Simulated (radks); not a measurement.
Results of a calculation; reference values are marked as such.
Level of theory: scalar-relativistic Kohn-Sham, PBEsol, spin-polarised, spherical densities, finite nucleus; open shells are filled with parallel spins first (spin-orbit coupling, left out, can overturn this in heavy ions); Fermi nuclear charge, rms radius of each element as measured or else 0.836 A^(1/3) + 0.57 fm (a radial shooting solver on a logarithmic mesh with Libxc functionals). Each species is in its NIST ground configuration. Rank Tm3+, Lu3+, Pm3+, Ho3+, Gd3+, Pr3+, Eu3+, Dy3+, Nd3+, Er3+, Yb3+, Sm3+, Tb3+, Ce3+, La3+ by mean radius of the outermost orbital (bohr), largest first.

Answer. La3+ 1.75, Ce3+ 1.72, Pr3+ 1.68, Nd3+ 1.65, Pm3+ 1.62, Sm3+ 1.60, Eu3+ 1.57, Gd3+ 1.55, Tb3+ 1.52, Dy3+ 1.49, Ho3+ 1.46, Er3+ 1.44, Tm3+ 1.41, Yb3+ 1.39, Lu3+ 1.37.
